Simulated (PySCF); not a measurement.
**TiO⁻ at MN15**

Level: MN15. basis Ti def2-TZVPPD, O def2-TZVPPD; no relativity; PySCF 2.14.

For TiO⁻, the state is ²Δ (doublet), unpaired electrons δ ↑ and the bond length is 1.628 Å. The harmonic wavenumber is 1021 cm⁻¹, the force constant is 7.36 mdyn/Å and the rotational constant Be is 0.5304 cm⁻¹. The anharmonicity ωexe is 3.79 cm⁻¹ and the vibration–rotation constant αe is 0.00267 cm⁻¹. The bond order (Mayer) is 0.45. The dipole moment (positive dipole points towards O; it is taken about the centre of mass and depends on that origin) is 1.01 D.

De is left out where the level can put another filling of the metal’s s and d shells below the measured ground configuration, by anything from nothing to about 1 eV. With d or f electrons several states lie close, and the lowest PBE0 determinant need not be the measured ground state.
